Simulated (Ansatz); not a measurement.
`Sc1ccc(-c2ccc(-c3ccc(S)cc3)cc2)cc1` with charge -1, relaxed as a doublet with UKS PBE-D4/def2-SVP in Ansatz, starting from the PBE-D4/def2-SVP geometry of the neutral singlet. Force threshold 0.03 eV/Å.

The highest occupied level of the relaxed charge -1 doublet lies above zero (up to 0.67 eV). By energy differences its removal costs 0.71 eV (each at its own geometry, to the charge 0 singlet, at PBE0-D4/def2-TZVP). The relaxation made no stability test and no search for a lower SCF solution.

Start:

```xyz
34

S    -1.353   -7.383    0.718
C    -1.010   -5.657    0.495
C    -1.108   -4.813    1.623
C    -0.854   -3.444    1.505
C    -0.490   -2.861    0.270
C    -0.223   -1.409    0.151
C    -0.923   -0.466    0.938
C    -0.674    0.904    0.823
C     0.289    1.403   -0.084
C     0.551    2.855   -0.209
C    -0.481    3.805   -0.036
C    -0.243    5.178   -0.156
C     1.051    5.653   -0.453
S     1.444    7.374   -0.626
C     2.094    4.717   -0.628
C     1.842    3.348   -0.508
C     0.991    0.459   -0.869
C     0.742   -0.911   -0.755
C    -0.395   -3.719   -0.849
C    -0.651   -5.090   -0.745
H    -1.129   -7.751   -0.574
H    -1.377   -5.237    2.602
H    -0.911   -2.814    2.405
H    -1.694   -0.814    1.642
H    -1.226    1.606    1.466
H    -1.505    3.461    0.171
H    -1.075    5.886   -0.027
H     0.191    7.842   -0.373
H     3.113    5.068   -0.850
H     2.678    2.642   -0.622
H     1.736    0.810   -1.599
H     1.321   -1.615   -1.370
H    -0.142   -3.300   -1.834
H    -0.579   -5.725   -1.642
```

Q: Estimate the energy that the relaxation releases and the steps that it takes.

A: 0.40 eV, in 15 steps; 62 s on 2 threads of AMD EPYC 7R13 on a shared host and a share (18 GiB) of an NVIDIA H100 80GB HBM3. The force fell under the threshold at step 12, but the optimiser went on. No frequencies were taken in this run, so the end may be a saddle point.

Q: Does the start keep its bonding and symmetry?

A: By distances, no bond broke or formed. The bond that changes most is C9–C10, from 1.48 to 1.46 Å (atoms count from 1). Point group C2 at the start, C2 at the end, both within 0.05 Å.

Q: Predict the relaxed structure.

A: 
Cartesian coordinates in Å:
```
S -1.117 -7.496 0.574
C -0.873 -5.734 0.429
C -1.442 -4.835 1.365
C -1.226 -3.463 1.267
C -0.422 -2.883 0.232
C -0.195 -1.449 0.133
C -0.908 -0.497 0.930
C -0.690 0.870 0.839
C 0.274 1.441 -0.053
C 0.514 2.874 -0.139
C -0.328 3.834 0.513
C -0.100 5.205 0.432
C 0.991 5.723 -0.309
S 1.309 7.477 -0.380
C 1.844 4.796 -0.959
C 1.611 3.425 -0.878
C 0.987 0.489 -0.851
C 0.761 -0.877 -0.767
C 0.146 -3.816 -0.697
C -0.069 -5.189 -0.603
H -2.265 -7.632 -0.175
H -2.057 -5.239 2.185
H -1.675 -2.811 2.031
H -1.673 -0.850 1.638
H -1.276 1.530 1.496
H -1.200 3.486 1.086
H -0.776 5.908 0.944
H 0.592 7.795 -1.513
H 2.708 5.176 -1.529
H 2.315 2.749 -1.385
H 1.736 0.843 -1.575
H 1.360 -1.539 -1.411
H 0.762 -3.443 -1.528
H 0.381 -5.869 -1.342
```
Bond lengths: 20 × C–C 1.39 to 1.46 Å; 2 × C–S 1.78 Å; 12 × C–H 1.10 Å; 2 × H–S 1.38 Å.
